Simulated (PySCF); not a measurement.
**UHF on Pb (lead, neutral)**

Configuration: [Xe] 4f14 5d10 6s2 6p2, high-spin 3P determinant. All numbers are calculated (PySCF 2.14, a scalar-relativistic core potential, in aug-cc-pVTZ-PP with one added diffuse shell each of d, f type with ECP60MDF (6s5p5d3f, 67 functions)).

| Quantity | Value |
| --- | --- |
| Total energy | -191.835764 hartree |
| One-electron energy | -335.8429 hartree |
| Hartree (Coulomb) energy | 159.0444 hartree |
| Exchange energy | -15.0372 hartree |
| ⟨S²⟩ | 2.0105 |
| ⟨L²⟩ | 2.021 |
| Sum of ⟨r⟩ | 32.39 bohr |
| Sum of ⟨r²⟩ | 66.70 bohr² |
| Traceless quadrupole moment −½Σ⟨3z² − r²⟩ along its main axis | 5.29 e·bohr² |

```
shell  electrons  mean orbital energy (hartree)  spread (hartree)  rms radius, mean of both spins (bohr)
 5s α          1                       -6.17390                 0                                  0.925
 5s β          1                       -6.16966                 0                                  0.925
 5p α          3                       -3.85541           0.00667                                   1.05
 5p β          3                       -3.85295           0.01559                                   1.05
 5d α          5                       -1.07581           0.01290                                   1.40
 5d β          5                       -1.06888           0.02055                                   1.40
 6s α          1                       -0.62331                 0                                   2.56
 6s β          1                       -0.50356                 0                                   2.56
 6p α          2                       -0.25486                 0                                   3.58
```

Energies and moments cover only the electrons outside the core potential. Spin-orbit coupling is strong in this species (close to jj coupling), so the high-spin LS determinant is a model state, not a physical level.
